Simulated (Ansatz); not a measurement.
Relaxation of F2H4OW (8 atoms, charge 0, multiplicity 1), to a largest force component of 0.02 eV/Å in at most 40 steps.

Method: Ansatz, RHF/def2-SVP.

```xyz
8
Properties=species:S:1:pos:R:3
W 0.000 0.000 0.000
H 0.000 0.000 1.720
F 1.850 0.000 0.000
H 0.000 1.720 0.000
F -1.850 0.000 0.000
H 0.000 -1.720 0.000
O 0.000 0.000 -1.940
H 0.528 0.792 -2.277
```

Question: Where does it end, and by what steps?

Answer: It converged. After 16 steps the energy has fallen by 3.782 eV; H6 moved furthest, 1.43 Å. Joined: H2–H6 (2.43 → 0.78 Å).

```json
{"step": "0", "energy less start (eV)": "0.0000", "largest force component (eV/Å)": "5.109", "accepted": "yes"}
{"step": "1", "energy less start (eV)": "-1.1310", "largest force component (eV/Å)": "1.995", "accepted": "yes"}
{"step": "2", "energy less start (eV)": "-1.8888", "largest force component (eV/Å)": "1.853", "accepted": "yes"}
{"step": "3", "energy less start (eV)": "-2.5604", "largest force component (eV/Å)": "1.137", "accepted": "yes"}
{"step": "4", "energy less start (eV)": "-2.9503", "largest force component (eV/Å)": "0.776", "accepted": "yes"}
{"step": "5", "energy less start (eV)": "-3.1083", "largest force component (eV/Å)": "0.246", "accepted": "yes"}
{"step": "6", "energy less start (eV)": "-3.1486", "largest force component (eV/Å)": "0.367", "accepted": "yes"}
{"step": "7", "energy less start (eV)": "-3.3235", "largest force component (eV/Å)": "1.361", "accepted": "yes"}
{"step": "8", "energy less start (eV)": "-3.5640", "largest force component (eV/Å)": "1.394", "accepted": "yes"}
{"step": "9", "energy less start (eV)": "-3.4388", "largest force component (eV/Å)": "4.826", "accepted": "no"}
{"step": "10", "energy less start (eV)": "-3.6971", "largest force component (eV/Å)": "0.649", "accepted": "yes"}
{"step": "11", "energy less start (eV)": "-3.7486", "largest force component (eV/Å)": "0.289", "accepted": "yes"}
{"step": "12", "energy less start (eV)": "-3.7524", "largest force component (eV/Å)": "0.955", "accepted": "yes"}
{"step": "13", "energy less start (eV)": "-3.7716", "largest force component (eV/Å)": "0.334", "accepted": "yes"}
{"step": "14", "energy less start (eV)": "-3.7766", "largest force component (eV/Å)": "0.280", "accepted": "yes"}
{"step": "15", "energy less start (eV)": "-3.7810", "largest force component (eV/Å)": "0.148", "accepted": "yes"}
{"step": "16", "energy less start (eV)": "-3.7819", "largest force component (eV/Å)": "0.014", "accepted": "yes"}
```

```xyz
8
Properties=species:S:1:pos:R:3
W 0.071 0.004 -0.411
H -0.079 -0.373 1.586
F 1.868 -0.304 -0.089
H 0.031 1.380 0.548
F -1.766 -0.227 -0.353
H -0.073 -1.091 1.278
O 0.212 0.305 -2.274
H 0.263 1.100 -2.782
```

Whether the end is a true minimum wasn't checked by a vibrational analysis.

The run took 37 s on 1 thread of Arm Neoverse V2, on a shared host, peak memory 0.17 GiB.
